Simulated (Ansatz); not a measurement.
**Two structures, one formula**

The two ends of one reaction step of Si2H6SO, closed shell (PBE0-D4/def2-TZVP).

A:

```
atom    x (Å)    y (Å)    z (Å)
 Si1  -0.4115  -0.2349  -0.7632
  O2   1.3045   0.7453  -0.9316
  S3   0.0736  -1.8575  -1.7962
  H4   1.7336   0.0432  -1.4662
  H5  -1.2202   0.8795  -1.3517
 Si6  -0.6395  -0.2697   1.5686
  H7   1.2495   1.5445  -1.4737
  H8  -0.6325   1.1102   2.1325
  H9   0.4768  -1.0464   2.1668
 H10  -1.9341  -0.9142   1.9147
```

B:

| atom | x (Å) | y (Å) | z (Å) |
| --- | --- | --- | --- |
| Si1 | -0.1857 | 0.3774 | -0.7233 |
| O2 | 1.0148 | 1.5055 | -0.7013 |
| S3 | 0.2809 | -1.3270 | -1.9311 |
| H4 | 1.2655 | -1.7714 | -1.1308 |
| H5 | -1.4142 | 0.8889 | -1.3907 |
| Si6 | -0.5273 | -0.2514 | 1.4992 |
| H7 | 1.3617 | 1.7940 | -1.5483 |
| H8 | -0.7346 | 0.9278 | 2.3811 |
| H9 | 0.6615 | -1.0110 | 1.9730 |
| H10 | -1.7224 | -1.1327 | 1.5723 |

Ansatz 0.2.0; basis: def2-TZVPP; cores frozen in the correlated methods. B3LYP uses VWN-RPA correlation.

Question: Which structure is lower at CCSD(T), and by how much? (To be estimated.)

Answer: By the calculation: B, by 1.461 eV (electronic energy, against the other). By their contacts, A is Si₂H₆SO ([OH2][SiH]([SiH3])[S]) and B is Si₂H₆SO ([OH][SiH]([SiH3])[SH]).

All methods give the same order:

```csv
method,E(B) − E(A) (eV)
SPW92,-1.272
PBE-D4,-1.305
BLYP-D4,-1.378
r2SCAN-D4,-1.406
B97M-V,-1.382
PBE0-D4,-1.389
B3LYP-D4,-1.444
r2SCAN0-D4,-1.446
BHLYP-D4,-1.537
CAM-B3LYP-D4,-1.509
wB97X-V,-1.503
wB97M-V,-1.422
B2PLYP,-1.445
PBE-QIDH,-1.442
RPA on PBE,-1.485
HF,-1.646
MP2,-1.426
CCSD,-1.514
CCSD(T),-1.461
```

The T1 diagnostic stays at or below 0.015.

Labels in which every atom is bracketed show which atoms are joined, not bond orders.

For scale, one of the runs: CCSD(T)/def2-TZVPP, 241 basis functions, launched by `ansatz run in.yaml --threads 4 --pin off --events-out ev --progress --plain --max-ram 9574MiB`. The run took 25 s on 4 CPU threads of an Intel Xeon 6975P-C (shared host), with 4.5 GiB of host memory at its peak.
